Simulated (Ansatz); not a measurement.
System: BHF, charge 0, doublet. BHF (SMILES [BH]F, doublet).
B3LYP-D3(BJ)/def2-TZVP minimum from Ansatz (a first-principles code):
```
B
F 1 1.3046
H 1 1.2028 2 121.00
```
Charge 0, spin multiplicity 2.

Total energies in cc-pVTZ, 11 correlated electrons, 2 frozen orbitals. UHF or UKS for unpaired electrons; spin-orbit terms are left out. Cores are frozen in correlated methods. No relativity.

```tsv
method	program	energy (Eh)	minus CCSDT(Q) (mEh)
HF	Ansatz	-124.73265	348.86
MP2	Ansatz	-125.06044	21.07
CCSD	Ansatz	-125.07070	10.81
CCSD(T)	Ansatz	-125.08080	0.71
CCSDT(Q)	Ansatz	-125.08151	0.00
```

Rough core times of Ansatz's runs on a shared machine: CCSD(T) under 20 s, CCSDT(Q) 7 min.
